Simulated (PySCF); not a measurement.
**From computed data to an observable: oscillator strength and radiative lifetime**

CH4ClFOSi2, SMILES O=C([SiH2]F)[SiH2]Cl.

Geometry optimised at PBE0-D3(BJ)/def2-SVP. The structure was generated by enumeration, and PubChem lists no compound with its InChIKey, so it may never have been made. One conformer was computed; it need not be the lowest.

TDDFT-PBE/def2-SVPD (PySCF 2.14.0) puts the first singlet state with f over 0.02 at 5.72 eV (vertical), with the transition dipole (-0.723, -0.176, 0.468) in atomic units.

**Question.** Find the oscillator strength, the wavelength and the radiative lifetime that this transition would have in vacuum if emission retraced absorption.

**Answer.** 
|μ|² = 0.7727 au, so |μ| = 2.23 D. ΔE = 5.72/27.211 = 0.2102 hartree. f = (2/3) ΔE |μ|² = 0.108 (the program prints 0.108).
λ = 1239.84/5.72 = 217 nm; ν = 46135 cm⁻¹.
Einstein's coefficient A = 0.6670 ν² f s⁻¹ (ν in cm⁻¹) = 1.5e8 s⁻¹, so τ = 1/A = 6.5 ns. This state is S8; the lower singlets have f = 0.000, 0.004, 0.003, 0.009, 0.007, 0.013, 0.011. The figure is the radiative limit of this one transition; relaxation, internal conversion, crossing to triplets and a medium change what is measured.
